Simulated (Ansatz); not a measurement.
# A geometry optimisation of AlGeH7Si with PBE0-D3(BJ)/def2-SVP

The starting geometry of this gas-phase singlet was optimised with GFN2-xTB.

| atom | x (Å) | y (Å) | z (Å) |
| --- | --- | --- | --- |
| Al | -2.5170 | -0.3219 | -0.0122 |
| Ge | -0.6457 | 0.7139 | -1.4824 |
| Si | 0.1973 | 2.4952 | -0.0649 |
| H | -3.1802 | -0.1505 | 1.3789 |
| H | -2.4244 | 1.1822 | -0.8626 |
| H | -3.0427 | -1.4532 | -0.9493 |
| H | -0.7922 | -0.3768 | 0.1145 |
| H | 1.6270 | 2.2983 | 0.2408 |
| H | -0.4684 | 2.6853 | 1.2301 |
| H | 0.1246 | 3.7985 | -0.7534 |

Task: Where would you expect an optimisation with PBE0-D3(BJ)/def2-SVP to take it?

Result: It keeps its bonds. Distances that change by over a tenth: Ge2–H5 (1.94 → 1.72 Å), Ge2–H7 (1.94 → 1.72 Å).

The energy falls by 0.45 eV over 11 steps:

```csv
step,E − E(last) (eV)
1,0.447
2,0.116
3,0.078
4,0.047
5,0.015
7,0.001
8,0.001
9,0.000
10,0.000
11,0.000
```

Final geometry (Å):

```csv
atom,x (Å),y (Å),z (Å)
Al,-2.4433,-0.2188,0.0131
Ge,-0.5461,0.7236,-1.6087
Si,0.0526,2.4253,0.0756
H,-2.6877,0.4355,1.4336
H,-2.2171,0.9683,-1.2915
H,-3.2451,-1.4438,-0.5919
H,-0.7251,-0.4603,-0.3762
H,1.4992,2.2286,0.4127
H,-0.7288,2.4462,1.3520
H,-0.0803,3.7663,-0.5792
```

Frequencies at the end are all real (lowest 76 cm⁻¹). Run with Ansatz 0.2.0, 31 s on 2 threads of Intel(R) Xeon(R) Platinum 8259CL CPU @ 2.50GHz (Skylake/Cascade Lake), on a shared host.
